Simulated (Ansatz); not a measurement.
Ansatz results at the PBE0-D4/def2-TZVP geometry: HOMO energy (PBE0/def2-TZVPP) -6.46 eV; size of the dipole moment (ωB97M-V/def2-TZVPP) 1.38 D; HOMO energy (B3LYP/def2-TZVPP) -6.23 eV.

Each molecule was computed in one conformer, which needn't be the lowest.

Question: Which molecule gave them?
A. `C[O][Al]1[CH2]C[O]1`
B. `C[O][Al]([NH2])[NH2]`
C. `F[Si]1(F)BC1`
D. `C[NH][Al]([NH2])[OH]`

Answer: D. The others give `F[Si]1(F)BC1`: -7.50, 0.85, -7.30; `C[O][Al]1[CH2]C[O]1`: -7.64, 1.40, -7.41; `C[O][Al]([NH2])[NH2]`: -6.90, 1.18, -6.64.

B3LYP here is the variant with VWN-RPA as its local correlation; programs differ in this.
